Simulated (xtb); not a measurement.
xtb input (GFN2-xTB):

```bash
xtb mol.xyz --gfn 2 --ohess tight --chrg -1 --uhf 0
```
mol.xyz:
```
7

C      1.68091313    -0.01282958    -0.07930396
C      0.57479757    -0.22794517     0.12855357
C     -0.91967413    -0.44197254     0.41017437
O     -1.63282507     0.58181475    -0.16732749
H      2.73461663     0.12506587    -0.29846096
H     -1.22978989    -1.39887845    -0.05201465
H     -1.24369550     1.41405007     0.08079864
```

Output:

```
           -------------------------------------------------
          |                Calculation Setup                |
           -------------------------------------------------

           -------------------------------------------------
          |                 G F N 2 - x T B                 |
           -------------------------------------------------

        Reference                      10.1021/acs.jctc.8b01176
      * Hamiltonian:
        H0-scaling (s, p, d)           1.850000    2.230000    2.230000
        zeta-weighting                 0.500000
      * Dispersion:
        s8                             2.700000
        a1                             0.520000
        a2                             5.000000
        s9                             5.000000
      * Repulsion:
        kExp                           1.500000    1.000000
        rExp                           1.000000
      * Coulomb:
        alpha                          2.000000
        third order                    shell-resolved
        anisotropic                    true
        a3                             3.000000
        a5                             4.000000
        cn-shift                       1.200000
        cn-exp                         4.000000
        max-rad                        5.000000

          ...................................................
          :                      SETUP                      :
          :.................................................:
          :  # basis functions                  19          :
          :  # atomic orbitals                  19          :
          :  # shells                           11          :
          :  # electrons                        22          :
          :  max. iterations                   250          :
          :  Hamiltonian                  GFN2-xTB          :
          :  restarted?                      false          :
          :  GBSA solvation                  false          :
          :  PC potential                    false          :
          :  electronic temp.          300.0000000     K    :
          :  accuracy                    1.0000000          :
          :  -> integral cutoff          0.2500000E+02      :
          :  -> integral neglect         0.1000000E-07      :
          :  -> SCF convergence          0.1000000E-05 Eh   :
          :  -> wf. convergence          0.1000000E-03 e    :
          :  Broyden damping             0.4000000          :
          :  net charge                         -1          :
          :  unpaired electrons                  0          :
          ...................................................

 iter      E             dE          RMSdq      gap      omega  full diag
   1    -12.2091132 -0.122091E+02  0.806E+00    5.36       0.0  T
   2    -12.2366660 -0.275529E-01  0.455E+00    3.50       1.0  T
   3    -12.2265510  0.101151E-01  0.201E+00    4.39       1.0  T
   4    -12.2389119 -0.123609E-01  0.689E-01    3.83       1.0  T
   5    -12.2414270 -0.251514E-02  0.172E-01    3.80       1.0  T
   6    -12.2414580 -0.309940E-04  0.547E-02    3.85       1.0  T
[...]
   center of mass at/Å    :       -0.1607356       0.0249803       0.0621434
  moments of inertia/u·Å² :        0.1231000E+02   0.1074757E+03   0.1181945E+03
rotational constants/cm⁻¹ :        0.1369425E+01   0.1568507E+00   0.1426263E+00

 * 4 selected distances

     #   Z          #   Z                                           value/Å
     1   6 C        2   6 C                                       1.2675585
     2   6 C        3   6 C                                       1.3282099 (max)
     3   6 C        6   1 H                                       1.0832760
     4   8 O        7   1 H                                       0.9610036 (min)

 * 3 distinct bonds (by element types)

   Z      Z             #   av. dist./Å        max./Å        min./Å
   1 H    6 C           1     1.0832760     1.0832760     1.0832760
   6 C    6 C           2     1.2978842     1.3282099     1.2675585
   1 H    8 O           1     0.9610036     0.9610036     0.9610036

           -------------------------------------------------
          |               Frequency Printout                |
           -------------------------------------------------
 projected vibrational frequencies (cm⁻¹)
eigval :       -0.00    -0.00    -0.00     0.00     0.00     0.00
eigval :      157.26   198.20   281.14   424.38   541.24   778.40
eigval :      797.45   924.31  1103.41  1167.11  1364.01  1989.49
eigval :     2782.06  2972.27  3593.89
 reduced masses (amu)
   1: 13.63   2: 11.83   3: 12.22   4:  9.51   5: 11.99   6: 11.84   7:  8.75   8: 11.27
Molecule has no symmetry elements
It seems to be the C1 point group
   9:  2.42  10:  6.94  11: 11.28  12:  3.90  13:  3.86  14: 11.75  15:  2.98  16:  5.25
  17:  8.54  18: 11.40  19:  2.12  20:  1.79  21:  1.88
 IR intensities (km·mol⁻¹)
   1:  3.04   2:  9.38   3:  6.03   4:  9.63   5: 20.18   6: 10.61   7:  4.36   8:  9.79
   9:148.52  10:  7.63  11:  4.11  12:170.74  13:163.09  14: 81.68  15:  5.05  16:  0.91
  17:191.04  18:308.21  19:677.15  20:217.72  21:  6.30
 Raman intensities (Ä⁴*amu⁻¹)
   1:  0.00   2:  0.00   3:  0.00   4:  0.00   5:  0.00   6:  0.00   7:  0.00   8:  0.00
   9:  0.00  10:  0.00  11:  0.00  12:  0.00  13:  0.00  14:  0.00  15:  0.00  16:  0.00
  17:  0.00  18:  0.00  19:  0.00  20:  0.00  21:  0.00
 output can be read by thermo (or use thermo option).
 writing <g98.out> molden fake output.
 recommended (thermochemical) frequency scaling factor: 1.0
           -------------------------------------------------
          |             Thermodynamic Functions             |
           -------------------------------------------------

c1  symmetry found (for desy threshold:  0.10E+00) used in thermo

          ...................................................
          :                      SETUP                      :
          :.................................................:
          :  # frequencies                          15      :
          :  # imaginary freq.                       0      :
          :  linear?                             false      :
          :  only rotor calc.                    false      :
          :  symmetry                               c1      :
          :  rotational number                       1      :
          :  scaling factor                  1.0000000      :
          :  rotor cutoff                   50.0000000 cm⁻¹ :
          :  imag. cutoff                  -20.0000000 cm⁻¹ :
          :.................................................:

    mode    ω/cm⁻¹     T·S(HO)/kcal·mol⁻¹    T·S(FR)/kcal·mol⁻¹   T·S(vib)
   ------------------------------------------------------------------------
       1    157.26    -0.76995 ( 98.99%)    -0.71669 (  1.01%)    -0.76941
       2    198.20    -0.64093 ( 99.60%)    -0.64823 (  0.40%)    -0.64096
       3    281.14    -0.45519 ( 99.90%)    -0.54477 (  0.10%)    -0.45528
   ------------------------------------------------------------------------

   temp. (K)  partition function   enthalpy   heat capacity  entropy
                                   cal/mol     cal/K/mol   cal/K/mol   J/K/mol
 298.15  VIB   5.45                 1497.638     10.455      8.391
         ROT  0.302E+05              888.752      2.981     23.481
         INT  0.165E+06             2386.390     13.436     31.872
         TR   0.395E+27             1481.254      4.968     37.922
         TOT                        3867.6439    18.4044    69.7936   292.0166

       T/K    H(0)-H(T)+PV         H(T)/Eh          T*S/Eh         G(T)/Eh
   ------------------------------------------------------------------------
    298.15    0.616348E-02    0.496187E-01    0.331612E-01    0.164575E-01
   ------------------------------------------------------------------------

         :::::::::::::::::::::::::::::::::::::::::::::::::::::
         ::                  THERMODYNAMIC                  ::
         :::::::::::::::::::::::::::::::::::::::::::::::::::::
         :: total free energy         -12.036650632137 Eh   ::
         ::.................................................::
         :: total energy              -12.053108092637 Eh   ::
         :: zero point energy           0.043455185687 Eh   ::
         :: G(RRHO) w/o ZPVE           -0.026997725186 Eh   ::
         :: G(RRHO) contrib.            0.016457460500 Eh   ::
         :::::::::::::::::::::::::::::::::::::::::::::::::::::

optimized geometry written to: xtbopt.xyz

           -------------------------------------------------
          | TOTAL ENERGY              -12.053108092637 Eh   |
          | TOTAL ENTHALPY            -12.003489424068 Eh   |
          | TOTAL FREE ENERGY         -12.036650632137 Eh   |
          | GRADIENT NORM               0.000191740103 Eh/α |
Note: The following floating-point exceptions are signalling: IEEE_UNDERFLOW_FLAG IEEE_DENORMAL
normal termination of xtb
          | HOMO-LUMO GAP               3.634258142312 eV   |
           -------------------------------------------------

------------------------------------------------------------------------
------------------------------------------------------------------------
 total:
 SCF:
 ANC optimizer:
 analytical hessian:
```

It need not be the lowest isomer of its formula. Whether it binds its extra electron was not tested at this geometry.
